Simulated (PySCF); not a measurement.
**Correlation energy of P⁺ (phosphorus, charge +1)**

[Ne] 3s2 3p1 4s1, 4s spin antiparallel (an excited configuration). Computed with PySCF 2.14 in aug-cc-pwCVTZ (8s7p5d3f, 75 functions), with the non-relativistic Hamiltonian (point nucleus). Frozen: [Ne]; 4 electrons correlated.

MP2 pair energies summed by pair of shells (mhartree):

| pair | energy | share (%) |
| --- | --- | --- |
| 3s-3s | -25.48 | 43.8 |
| 3s-3p | -21.00 | 36.1 |
| 3s-4s | -7.54 | 13.0 |
| 3p-4s | -4.14 | 7.1 |

Total MP2 correlation energy: -58.15 mhartree.

Same-spin part -6.35 and opposite-spin part -51.80 mhartree; SCS-MP2 scales them by 1/3 and 6/5 to -64.28 mhartree.
